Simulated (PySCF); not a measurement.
C4H9 (SMILES C[CH]CC), doublet (typed; the unrestricted solution is spin-contaminated), geometry from GFN2-xTB, with bond 8-1 at 2.2 times its length; HF/STO-3G run with PySCF.

Here is a job for PySCF.
```python
from pyscf import gto, scf

mol = gto.Mole()
mol.atom = '''
    C     0.80227852    1.76477179   -0.15694418
    C     0.52141927    0.40038107    0.33521225
    C    -0.74490807   -0.31053583    0.05376212
    C    -0.53438974   -1.81153526   -0.16655504
    H     1.85278878    1.87333439   -0.43366452
    H    -1.48498727   -2.30741758   -0.34953270
    H     0.60506598    2.52119607    0.61469385
    H    -0.56161988    2.29631392   -2.05279642
    H    -0.07242301   -2.26159652    0.70904246
    H     0.11552400   -1.97990561   -1.02198077
    H     1.21029694   -0.04478302    1.03354459
    H    -1.22945641    0.12710158   -0.82320378
    H    -1.44553349   -0.19280169    0.89694506
'''
mol.basis = 'sto-3g'
mol.spin = 1
mol.verbose = 5
mol.build()

mf = scf.UHF(mol)
mf.kernel()
mo_i, mo_e, stable_i, stable_e = mf.stability(internal=True, external=True, return_status=True, nroots=6, tol=1e-6)
print('internally stable:', stable_i, ' externally stable:', stable_e)
if not stable_i:
    umf = mf.copy()
    umf.scf_summary = {}
    umf.kernel(umf.make_rdm1(mo_i, mf.mo_occ))
mf.analyze()
```

What the program printed (banner, timings and long lists left out):

```
PySCF version 2.14.0

[INPUT] verbose = 5
[INPUT] max_memory = 4000
[INPUT] num. atoms = 13
[INPUT] num. electrons = 33
[INPUT] charge = 0
[INPUT] spin (= nelec alpha-beta = 2S) = 1
[INPUT] symmetry False subgroup None
[INPUT] Mole.unit = angstrom
[INPUT] Symbol           X                Y                Z      unit          X                Y                Z       unit  Magmom
[...]
[INPUT] ---------------- BASIS SET ----------------
[INPUT] l, kappa, [nprim/nctr], expnt,             c_1 c_2 ...
[INPUT] C
[...]
                                13.045096         0.53532814
                                3.5305122         0.44463454
[...]
                                0.6834831         0.39951283
                                0.2222899         0.70011547
[...]
                                0.6834831         0.60768372
                                0.2222899         0.39195739
[INPUT] H
[...]
                                0.62391373        0.53532814
                                0.1688554         0.44463454

nuclear repulsion = 120.129055890308
number of shells = 21
number of NR pGTOs = 87
number of NR cGTOs = 29
basis = sto-3g
ecp = {}

******** <class 'pyscf.scf.uhf.UHF'> ********
method = UHF
initial guess = minao
damping factor = 0
level_shift factor = 0
DIIS = <class 'pyscf.scf.diis.CDIIS'>
diis_start_cycle = 1
diis_space = 8
diis_damp = 0
SCF conv_tol = 1e-09
SCF conv_tol_grad = None
SCF max_cycles = 50
direct_scf = True
direct_scf_tol = 1e-13
number electrons alpha = 17  beta = 16
Set gradient conv threshold to 3.16228e-05
E1 = -444.21933932224374  E2 = 169.23092729213843  Ecoul = 193.39410085447756  Exc = -24.163173562339125
init E= -154.859356139798
cond(S) = 12.370467927458302

  alpha mo_energy =
[-11.10324949 -11.10058734 -11.07298004 -11.07066288  -1.48051001
  -1.2332117   -0.98629491  -0.78631319  -0.55664508  -0.48670909
  -0.47107435  -0.43079309  -0.36846086  -0.34610486  -0.31406425
  -0.16195658  -0.02819382   0.03311955   0.49820137   0.52549208
   0.5527826    0.5711425    0.58808648   0.61047842   0.62101685
   0.64715852   0.6637135    0.74398996   0.77179796]
  beta  mo_energy =
[-11.10324949 -11.10058734 -11.07298004 -11.07066288  -1.48051001
  -1.2332117   -0.98629491  -0.78631319  -0.55664508  -0.48670909
  -0.47107435  -0.43079309  -0.36846086  -0.34610486  -0.31406425
  -0.16195658  -0.02819382   0.03311955   0.49820137   0.52549208
   0.5527826    0.5711425    0.58808648   0.61047842   0.62101685
   0.64715852   0.6637135    0.74398996   0.77179796]
multiplicity <S^2> = 0.75  2S+1 = 2
E1 = -443.59227744428847  E2 = 169.1045138225644  Ecoul = 192.93688960497175  Exc = -23.832375782407354
cycle= 1 E= -154.358707731417  delta_E= 0.501  |g|= 0.267  |ddm|= 2.88
  alpha mo_energy =
[-11.34152334 -11.15700804 -11.0987463  -11.01374988  -1.15639391
  -1.02338793  -0.89602991  -0.82894944  -0.68481561  -0.63737377
  -0.61928704  -0.56168966  -0.53544149  -0.52088384  -0.50821128
  -0.31620691  -0.10092723   0.0593106    0.5086821    0.5245532
   0.58370449   0.6055945    0.64736745   0.67387023   0.69727821
   0.70039144   0.72212061   0.74596565   0.77373625]
  beta  mo_energy =
[-11.33608492 -11.15663502 -11.09846444 -11.00362259  -1.13809148
  -1.00587943  -0.88483667  -0.80651027  -0.67392477  -0.63042666
  -0.60513421  -0.54954531  -0.53086318  -0.50928551  -0.50258188
  -0.07165728   0.05785478   0.31263888   0.52575535   0.53768541
   0.58983486   0.61901176   0.65449352   0.68056977   0.70357666
   0.71460635   0.72579586   0.75978261   0.78434008]
multiplicity <S^2> = 0.76446656  2S+1 = 2.0144146
E1 = -447.42767798344073  E2 = 172.864657979869  Ecoul = 196.72337420154977  Exc = -23.858716221680766
cycle= 2 E= -154.433964113264  delta_E= -0.0753  |g|= 0.211  |ddm|= 0.983
  alpha mo_energy =
[-11.072495   -11.07098163 -11.06100145 -10.96786369  -1.05980664
  -0.95113631  -0.83853436  -0.74584691  -0.61758215  -0.57575782
  -0.55816611  -0.51442973  -0.49082525  -0.47305386  -0.44982392
  -0.274855    -0.16442879   0.08923786   0.59713065   0.6145204
   0.64100778   0.67922174   0.70173959   0.7235399    0.73640262
   0.75279322   0.75860557   0.83009083   0.85454634]
  beta  mo_energy =
[-11.07254585 -11.06247247 -11.06060525 -10.96144555  -1.04616163
  -0.93026825  -0.82995667  -0.724769    -0.61032925  -0.57022999
  -0.54565988  -0.49974602  -0.48256435  -0.46724047  -0.44045312
  -0.11859159   0.17574672   0.25787769   0.60246794   0.62813036
   0.64960612   0.69234803   0.70953952   0.72848976   0.74475216
   0.76055297   0.76895817   0.84267935   0.8654308 ]
multiplicity <S^2> = 0.75933002  2S+1 = 2.0093084
E1 = -445.83243271298215  E2 = 171.2181046122504  Ecoul = 195.05663672266655  Exc = -23.838532110416168
cycle= 3 E= -154.485272210424  delta_E= -0.0513  |g|= 0.0976  |ddm|= 0.389
  alpha mo_energy =
[-11.08100658 -11.0650487  -11.05459449 -10.98230223  -1.05568918
  -0.94646194  -0.83144145  -0.73946877  -0.61331566  -0.57097263
  -0.55676196  -0.51349525  -0.48652434  -0.46970088  -0.44988551
  -0.29741782  -0.21125985   0.10989057   0.60260858   0.61963853
   0.6477917    0.68589984   0.70704917   0.72904522   0.74100511
   0.75696981   0.76640491   0.83322805   0.85570095]
  beta  mo_energy =
[-11.06989267 -11.06575986 -11.05415677 -10.98140248  -1.04011476
  -0.92971292  -0.82854069  -0.723175    -0.60680965  -0.56710672
  -0.54615153  -0.50128739  -0.48042302  -0.46781517  -0.44376542
  -0.16777006   0.20111081   0.26301598   0.60622853   0.63428841
   0.65572762   0.6988159    0.71093202   0.73190048   0.74368232
   0.76613936   0.76939982   0.84140747   0.86308253]
multiplicity <S^2> = 0.86766709  2S+1 = 2.1143955
E1 = -446.03130798511984  E2 = 171.37272354466072  Ecoul = 195.26489894404904  Exc = -23.89217539938832
cycle= 4 E= -154.529528550152  delta_E= -0.0443  |g|= 0.115  |ddm|= 0.322
  alpha mo_energy =
[-11.11921429 -11.06455175 -11.05760814 -10.99348606  -1.06492677
[...]
SCF not converged.
<class 'pyscf.scf.uhf.UHF'> wavefunction has an internal instability
<class 'pyscf.scf.uhf.UHF'> wavefunction is stable in the real -> complex stability analysis
<class 'pyscf.scf.uhf.UHF'> wavefunction has an UHF/UKS -> GHF/GKS instability
internally stable: False  externally stable: False
converged SCF energy = -154.640662274016  <S^2> = 1.7060189  2S+1 = 2.7971549
Total Energy =                        -154.416535241714229
[...]
1 C 1s           0.00326   0.00536   0.00025   0.00165  -0.00060
1 C 2s          -0.24999  -0.39081  -0.00206  -0.12947   0.02269
1 C 2px          0.03228  -0.14697   0.24570   0.00144  -0.10263
1 C 2py          0.09959  -0.03560   0.11469  -0.12352  -0.06686
1 C 2pz         -0.17756  -0.11475   0.08751   0.07995   0.05189
2 C 1s           0.00018  -0.00599  -0.00495   0.00032   0.00154
2 C 2s          -0.03273   0.38879   0.34992  -0.05002  -0.09810
2 C 2px         -0.03619  -0.00649  -0.03832   0.06544  -0.10581
2 C 2py          0.44820  -0.18423   0.25056   0.05869  -0.06392
2 C 2pz          0.31252   0.02942   0.05017   0.17434   0.14861
3 C 1s          -0.00225   0.00092  -0.00375   0.00522  -0.00318
3 C 2s           0.16653  -0.05653   0.26777  -0.34547   0.20795
3 C 2px         -0.02437  -0.20216   0.03196  -0.27539   0.19151
3 C 2py          0.37051  -0.40183  -0.08028   0.29317  -0.02072
3 C 2pz          0.34916  -0.06515  -0.15372  -0.27356  -0.24155
4 H 1s           0.01856   0.10184  -0.43641  -0.23757   0.12775
5 H 1s           0.10357  -0.29275  -0.15738   0.03950  -0.00695
6 H 1s           0.10865   0.02024  -0.00683   0.11178   0.53465
7 H 1s           0.00061   0.02134   0.00294  -0.00625  -0.01030
8 H 1s          -0.23090   0.00585  -0.05384   0.56799  -0.01752
9 H 1s           0.23773   0.05586  -0.26672   0.17088  -0.36947
10 H 1s          0.27892   0.37234  -0.12270  -0.03327  -0.01455
11 H 1s          0.07604  -0.14709  -0.24489   0.13312   0.13994
12 H 1s         -0.27546  -0.21240  -0.23858  -0.07441  -0.08525
               #26       #27       #28       #29
0 C 1s           0.00169  -0.00183  -0.00500   0.00058
0 C 2s          -0.12210   0.13225   0.34565  -0.08379
0 C 2px          0.28672  -0.04384   0.27733   0.27657
0 C 2py         -0.08553  -0.01181  -0.23163   0.35727
0 C 2pz         -0.34927   0.14540   0.13556  -0.02029
1 C 1s           0.00017   0.00087   0.00035  -0.00100
1 C 2s          -0.02230  -0.09060  -0.01445   0.09086
1 C 2px         -0.04144   0.04292  -0.43335  -0.24230
1 C 2py          0.21844  -0.10099  -0.35559   0.34661
1 C 2pz          0.07788   0.00360  -0.01549  -0.34439
2 C 1s           0.00086   0.00521   0.00338   0.00180
2 C 2s          -0.05297  -0.34114  -0.24676  -0.12040
2 C 2px          0.27992   0.25796  -0.33619  -0.00023
2 C 2py         -0.08482   0.12071  -0.05103  -0.29446
2 C 2pz         -0.26840   0.10869  -0.18485   0.25811
3 C 1s           0.00075  -0.00662  -0.00168   0.00057
3 C 2s          -0.05888   0.43834   0.10616  -0.05170
3 C 2px         -0.19507  -0.32303   0.14977   0.08785
3 C 2py         -0.14902  -0.00962   0.04135  -0.07777
3 C 2pz          0.28882  -0.11213   0.11855  -0.15143
4 H 1s          -0.23233  -0.00029  -0.30108  -0.18308
5 H 1s          -0.13084  -0.48088   0.07118   0.03231
6 H 1s           0.34289  -0.14410  -0.05737  -0.08771
7 H 1s          -0.00424  -0.01610   0.02234  -0.00096
8 H 1s          -0.15136  -0.04156  -0.16581   0.05103
9 H 1s           0.29550  -0.14106  -0.04190  -0.11923
10 H 1s          0.07478  -0.01217   0.12236   0.34744
11 H 1s         -0.02323   0.30990  -0.09507   0.30118
12 H 1s          0.32404   0.22457   0.06284  -0.07098

To work with the spin densities directly, `use mulliken_meta_spin()` only printing them here.

 ** Mulliken spin pop alpha/beta on meta-lowdin orthogonal AOs **
 ** Mulliken Spin Density (per AO)  **
spin_pop of  0 C 1s       -0.00002
spin_pop of  0 C 2s        0.15052
spin_pop of  0 C 2px       0.26893
spin_pop of  0 C 2py       0.06485
spin_pop of  0 C 2pz       0.46200
spin_pop of  1 C 1s        0.00000
spin_pop of  1 C 2s       -0.01674
spin_pop of  1 C 2px       0.00441
spin_pop of  1 C 2py      -0.03305
spin_pop of  1 C 2pz       0.01530
spin_pop of  2 C 1s       -0.00000
spin_pop of  2 C 2s        0.00222
spin_pop of  2 C 2px       0.01118
spin_pop of  2 C 2py       0.00091
spin_pop of  2 C 2pz      -0.00097
spin_pop of  3 C 1s       -0.00000
spin_pop of  3 C 2s        0.00106
spin_pop of  3 C 2px       0.00077
spin_pop of  3 C 2py       0.00353
spin_pop of  3 C 2pz       0.00076
spin_pop of  4 H 1s       -0.05314
spin_pop of  5 H 1s       -0.00076
spin_pop of  6 H 1s       -0.02650
spin_pop of  7 H 1s        0.12137
spin_pop of  8 H 1s       -0.00082
spin_pop of  9 H 1s       -0.00068
spin_pop of  10 H 1s        0.02808
spin_pop of  11 H 1s        0.00171
spin_pop of  12 H 1s       -0.00494
 ** Mulliken Spin Density (per atom)  **
spin density of  0 C =      0.94628
spin density of  1 C =     -0.03007
spin density of  2 C =      0.01334
spin density of  3 C =      0.00612
spin density of  4 H =     -0.05314
spin density of  5 H =     -0.00076
spin density of  6 H =     -0.02650
spin density of  7 H =      0.12137
spin density of  8 H =     -0.00082
spin density of  9 H =     -0.00068
spin density of  10 H =      0.02808
spin density of  11 H =      0.00171
spin density of  12 H =     -0.00494
 ** Mulliken pop alpha/beta on meta-lowdin orthogonal AOs **
 ** Mulliken pop       alpha | beta **
[...]
In total            17.00000 | 16.00000
 ** Mulliken atomic charges   ( Nelec_alpha | Nelec_beta ) **
charge of  0C =     -0.07327  (     3.50978      2.56350 )
charge of  1C =      0.03712  (     2.96641      2.99648 )
charge of  2C =     -0.05463  (     3.03399      3.02065 )
charge of  3C =     -0.09688  (     3.05150      3.04538 )
charge of  4H =      0.02895  (     0.45895      0.51209 )
charge of  5H =      0.04087  (     0.47919      0.47994 )
charge of  6H =      0.04921  (     0.46215      0.48864 )
charge of  7H =     -0.15422  (     0.63779      0.51642 )
charge of  8H =      0.03380  (     0.48269      0.48351 )
charge of  9H =      0.03799  (     0.48067      0.48134 )
charge of  10H =      0.04645  (     0.49081      0.46273 )
charge of  11H =      0.05732  (     0.47220      0.47049 )
charge of  12H =      0.04729  (     0.47388      0.47883 )
Dipole moment(X, Y, Z, Debye):  0.53783, -1.72218,  2.01799
```

The run did not converge; its last values are not results.
